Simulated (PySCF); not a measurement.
A structure optimised at PBE-D3(BJ)/def2-SVP, used in a PySCF frequency run:

```
C
C 1 1.3451
H 1 1.1032 2 121.56
H 2 1.1038 1 122.51 3 180.00
H 2 1.1058 4 116.19 1 180.00
In 1 2.1393 3 118.96 2 180.00
Cl 6 2.3607 1 128.27 3 0.00
Cl 6 2.3700 1 118.05 3 180.00
```
Charge 0, spin multiplicity 1.

Question: Write its SMILES, formula and point group.

Answer: C=[CH][In]([Cl])[Cl], C2H3Cl2In, Cs

Question: What are its rotational constants (standard atomic weights)?

Answer: 2.1665, 1.4095, 0.85394 GHz
